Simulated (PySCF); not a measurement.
**TlBr⁺: from constants to spectrum**

UHF-CCSD(T) constants of TlBr⁺, ²Π (doublet), unpaired electrons π ↑ (basis Tl def2-SVP with ECP60, Br def2-SVP; scalar-relativistic core potentials; PySCF 2.14; masses 204.9744 and 78.9183 u):

```
ωe              : 65.2 cm⁻¹
ωexe            : 0.526 cm⁻¹
Be              : 0.025657 cm⁻¹
αe              : 0.000216 cm⁻¹
D (centrifugal) : 1.59e-08 cm⁻¹
```

Problem. Give the vibrational terms G(v) and spacings up to v = 6.

Solution. G(v) = ωe(v+½) − ωexe(v+½)².

```csv
v,G(v) (cm⁻¹),G(v) − G(v−1),Bv (cm⁻¹)
0,32.5,,0.02555
1,96.6,64.1,0.02533
2,159.7,63.1,0.02512
3,221.8,62.0,0.02490
4,282.7,61.0,0.02468
5,342.7,59.9,0.02447
6,401.6,58.9,0.02425
```

Correlated steps freeze 13 core orbitals. Spin–orbit coupling is left out, which matters for elements this heavy, above all for dissociation energies. The state was picked by a PBE0 search and need not be the measured ground state.
